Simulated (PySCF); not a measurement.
Compound: C₄H₆F₃N.
SMILES with atom numbers: `[NH2:1][CH2:2]/[CH:3]=[CH:4]\[C:5]([F:6])([F:7])[F:8]` (hydrogens: H9, H10 on N1; H11, H12 on C2; H13 on C3; H14 on C4)

The geometry is computed with GFN2-xTB (gas phase).

Some entries are withheld. Bonds in one row agree within 0.01 Å.

| coordinate | value |
| --- | --- |
| N1–C2 | 1.454 Å |
| C2–C3 | ? |
| C3=C4 | 1.326 Å |
| C4–C5 | ? |
| C5–F6, C5–F7, C5–F8 | ? |
| N1–H9, N1–H10 | 1.014 Å |
| C2–H11, C2–H12 | 1.092 Å |
| C3–H13 | 1.083 Å |
| C4–H14 | 1.079 Å |
| N1–C2–C3 | ? |
| C2–C3–C4 | 126.8° |
| C3–C4–C5 | 123.7° |
| C4–C5–F6 | ? |
| C4–C5–F8 | ? |
| F6–C5–F7 | 105.9° |

Q: Estimate the withheld lengths and angles.

A: 
- C2–C3 = 1.503 Å, drawn single (sp3 carbon bound to nitrogen to alkene CH carbon); 0.01 Å above the sum of covalent radii, 1.49 Å.
- C4–C5 = 1.497 Å, drawn single (alkene CH carbon to CF3 carbon); 0.01 Å above the sum of covalent radii, 1.49 Å.
- C5–F6, C5–F7, C5–F8 = 1.345 Å, drawn single (CF3 carbon to fluorine of a CF3 group); 0.02 Å above the sum of covalent radii, 1.33 Å.
- N1–C2–C3 = 111.9°, at the sp3 carbon bound to nitrogen; the outer atoms are 2.450 Å apart.
- C4–C5–F6 = 112.7°, at the CF3 carbon; the outer atoms are 2.371 Å apart.
- C4–C5–F8 = 111.6°, at the CF3 carbon; the outer atoms are 2.348 Å apart.

Radii are Cordero's, carbon taken as 0.76, 0.73 or 0.69 Å for four, three, and two or fewer neighbours.

No frequency check. One conformer, not necessarily the lowest (H–N1–C2–C3 -64° and 56°, N1–C2–C3–C4 109°).
